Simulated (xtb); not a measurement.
GeOF2, SMILES [O]=[Ge]([F])[F]. All values are semi-empirical tight-binding results from xtb (GFN2-xTB unless named), good for trends rather than for accurate numbers. Coordinates come from a GFN2-xTB optimisation.

For metal compounds this method's bond lengths and energies can be far off.

Computed properties:
| Item | Result |
|---|---|
| point group as xtb finds it | C2v |
| orbital gap | 4.93 eV |
| zero-point energy | 3.6 kcal/mol |
| G − E(el) at 298.15 K (modified RRHO) | -14.2 kcal/mol |
